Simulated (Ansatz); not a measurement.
Ansatz (a first-principles code) input (PBE/6-31G* with LANL2DZ past Ar): The .json file joins the Basis Set Exchange's 6-31G* for atoms up to Ar and LANL2DZ past it.

Ansatz 0.2 input:
```yaml
crystal:
  periodic: [false, false, false]
  atoms:
    - {symbol: Si, position_ang: [-0.00000000, -0.00000000, -1.60880547]}
    - {symbol: Br, position_ang: [0.00000000, 0.00000000, 0.64352219]}
basis:
  gaussian:
    orbitals: 6-31Gs+LANL2DZ.json
hamiltonian:
  xc: {name: PBE}
magnetization: {spin_polarized: true, initial_magnetization: 1}
output: {forces: true}
```

Predict the final energy.

-302.45880 Eh.
